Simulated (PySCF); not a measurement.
Values are calculated unless marked as measured or tabulated.
## C3H9Ge(-)

C3H9Ge(-) is a small molecule, charge -1, singlet. The structure, one conformer, was relaxed in the gas phase by PBE0-D3(BJ)/def2-SVP. No frequency run checks that it is a minimum.

SMILES: [CH3][Ge]([CH3])[CH3] (charge -1)

Coordinates in Å:
```
Ge1    -0.848   -0.447    0.625
C2     -1.168    0.262   -1.275
C3      0.808   -1.549    0.120
C4      0.224    1.193    1.240
H5     -1.899    1.091   -1.270
H6     -1.579   -0.529   -1.930
H7     -0.236    0.636   -1.742
H8      1.525   -0.967   -0.493
H9      0.525   -2.448   -0.458
H10     1.342   -1.900    1.022
H11     0.732    0.995    2.201
H12    -0.439    2.064    1.398
H13     0.997    1.486    0.503
```

(1) By PBE0/def2-SVPD (TDDFT singlets, Tamm-Dancoff triplets, ionisation by delta-SCF), where does absorption start, and what does vertical ionisation take?

## Answers

(1) The lowest singlet lies at 3.69 eV (f 0.009), the strongest of the first 6 at 4.33 eV (f 0.396), the lowest triplet at 3.38 eV; vertical ionisation takes 1.64 eV.

Shieldings and excitations lack spin-orbit coupling, which matters at and next to atoms heavier than Zn. An occupied level lies above zero, so the basis holds the anion's electrons and the values hang on it. Excited states of gas-phase anions may lie above the detachment limit and hang on the basis.
